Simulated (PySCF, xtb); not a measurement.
C3H9ClSi, SMILES [SiH3]C[C@H](C)Cl. One conformer was computed; it need not be the lowest.

Harmonic wavenumbers (cm⁻¹) from GFN2-xTB (xtb) at its own minimum, in rising order: 67, 123, 180, 225, 269, 326, 408, 517, 541, 661, 752, 770, 790, 794, 801, 934, 1020, 1037, 1145, 1181, 1226, 1263, 1315, 1406, 1474, 1480, 1491, 2261, 2265, 2281, 2938, 2972, 2987, 3026, 3036, 3041.

What does B3LYP-D3(BJ)/def2-SVP in PySCF give at its own minimum? (The exact figures need the calculation; the answer reports its results.)

73, 136, 179, 259, 280, 345, 411, 530, 586, 655, 754, 832, 902, 935, 952, 962, 1021, 1033, 1142, 1178, 1229, 1276, 1361, 1403, 1433, 1457, 1472, 2215, 2224, 2228, 3034, 3042, 3084, 3099, 3117, 3141. Paired by order, the mean absolute difference is 40 cm⁻¹ and the zero-point energies are 67.2 and 68.6 kcal/mol.
